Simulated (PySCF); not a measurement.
# Assigning NMR signals

Structure with atom numbers: `[CH2:1]=[CH:2][c:3]1[cH:4][c:5]([CH3:6])[c:7]([SiH3:8])[pH:9]1` (H(Xn): hydrogen on atom n). Ha(C1) is cis to C3; Hb(C1) is trans to C3.

[PySCF: GIAO PBE0/pcSseg-1 shieldings; GFN2-xTB structure; non-relativistic Hamiltonian; rapidly exchanging positions averaged; one computed conformer; isolated molecule]

Referencing at the same level of theory: TMS for ¹³C (σref 186.93) and ¹H (σref 31.72).

**Question.** Assign these signals to the numbered atoms. ¹³C{¹H} NMR (computed): δ 168.6 (C), 167.9 (C), 147.7 (CH), 141.6 (CH), 129.8 (C), 124.2 (CH2), 22.9 (CH3).

**Answer.** 
| δ (ppm) | atoms | environment | reason |
| --- | --- | --- | --- |
| 168.6 | C5 | unsaturated ring carbon | – |
| 167.9 | C3 | unsaturated ring carbon | – |
| 147.7 | C4 | unsaturated ring CH | – |
| 141.6 | C2 | alkene CH | an sp2 carbon of a C=C bond |
| 129.8 | C7 | unsaturated ring carbon | – |
| 124.2 | C1 | terminal =CH2 carbon | an sp2 carbon of a C=C bond |
| 22.9 | C6 | methyl carbon on an unsaturated ring | a saturated carbon with 1 carbon neighbour and no heteroatom attached |

C5 and C3 lie closer than the usual error of such a calculation, so a measured spectrum could show them in the other order.

**Question.** Assign these signals to the numbered atoms. ¹H NMR (400 MHz, computed): δ 6.99 (m, 1H), 6.96 (m, 1H), 6.04 (m, 1H), 5.44 (m, 1H), 5.16 (m, 1H), 4.45 (m, 3H), 2.39 (s, 3H).

**Answer.** 
6.99 → H(C2), hydrogen on an alkene CH: attached to an sp2 carbon and in the plane of the double bond
6.96 → H(C4), hydrogen on a unsaturated ring CH
6.04 → Ha(C1), hydrogen on a terminal =CH2 carbon: attached to an sp2 carbon and in the plane of the double bond
5.44 → Hb(C1), hydrogen on a terminal =CH2 carbon
5.16 → H(P9), hydrogen on a ring phosphorus
4.45 → H(Si8), hydrogen on a silicon bonded to C
2.39 → H(C6), hydrogen on a methyl carbon on an unsaturated ring

H(C2) and H(C4) lie closer than the usual error of such a calculation, so a measured spectrum could show them in the other order.

Splittings by ³¹P in the carbon and heteronuclear signals aren't shown, as no couplings were computed. Shifts are as computed. Against solution values, carbons near 30 ppm lie about +3 ppm off and those near 130 ppm about +5 ppm. Of 1211 compounds with measured shifts, 218 miss one by over three times the rms of a fit or turn the order of signals round; such compounds aren't used in these exercises. Multiplicities follow the n + 1 count of equivalent neighbours, as no J values were calculated; m marks all less simple cases, F and P coupling included.
